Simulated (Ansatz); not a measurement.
Reaction (formal exchange of groups at the Al–S bond): `[CH3][Al]([F])[SH]` + `OC(=S)N[SiH3]` → `[CH3][Al]([F])[NH][SiH3]` + `OC(=S)S`

Computed with Ansatz on PBE0-D4/def2-TZVP structures; ΔE is electronic, products minus reactants. CCSD(T)/CBS adds triple-zeta CCSD(T) − MP2 to the extrapolated MP2 energy (def2 sets, frozen cores). Functionals use def2-TZVPP. B3LYP here is the variant with VWN-RPA as its local correlation; programs differ in this. Each species was taken in one conformer, which may not be the lowest.

`[CH3][Al]([F])[SH]`:

```xyz
8

C     0.544    0.907   -0.489
Al    0.213   -0.745    0.462
F     1.474   -1.603    1.091
S    -1.739   -1.640    0.812
H    -0.371    1.359   -0.875
H     1.031    1.634    0.168
H     1.221    0.735   -1.331
H    -2.373   -0.648    0.162
```

`OC(=S)N[SiH3]`:

```xyz
10

O     2.031   -1.134   -0.005
C     0.858   -0.631   -0.393
S     0.215   -0.857   -1.897
N     0.250    0.080    0.565
Si   -1.313    0.838    0.273
H     2.385   -1.623   -0.760
H     0.738    0.151    1.447
H    -1.590    1.498    1.577
H    -2.352   -0.175   -0.010
H    -1.222    1.853   -0.797
```

`[CH3][Al]([F])[NH][SiH3]`:

```xyz
12

C    -1.612    0.866   -1.037
Al   -1.183   -0.305    0.439
F    -2.394   -0.976    1.345
N     0.461   -0.756    0.945
Si    1.994   -0.302    0.303
H    -2.221    0.344   -1.781
H    -2.200    1.723   -0.694
H    -0.718    1.246   -1.536
H     0.509   -1.384    1.738
H     2.774   -1.474   -0.186
H     2.842    0.402    1.305
H     1.748    0.615   -0.841
```

`OC(=S)S`:

Cartesian coordinates in Å:
```
O 0.183 -0.915 -0.510
C -0.366 0.144 0.084
S -1.967 0.391 0.237
S 0.805 1.267 0.696
H -0.552 -1.471 -0.811
H 1.897 0.584 0.305
```

```tsv
level	ΔE (eV)
r2SCAN-D4	0.68
B3LYP-D4	0.65
ωB97X-V	0.74
ωB97M-V	0.71
B2PLYP	0.63
PBE0	0.75
B3LYP	0.64
MP2/def2-TZVPP	0.63
```

Q: What does CCSD(T)/CBS give? (Best estimate.)

A: Ansatz gave: +0.66 eV. The listed levels differ from it by 0.02, -0.01, 0.08, 0.05, -0.03, 0.09, -0.02, -0.03 eV.

Largest T1 diagnostic among the species: 0.017.

In def2-TZVPP, CCSD(T) changes the Hartree–Fock value by −0.18 eV (the triples alone add −0.03 eV) and MP2 by −0.21 eV. From PBE to PBE0 (25 % exact exchange), in def2-TZVPP and without D4, ΔE moves by +0.08 eV.
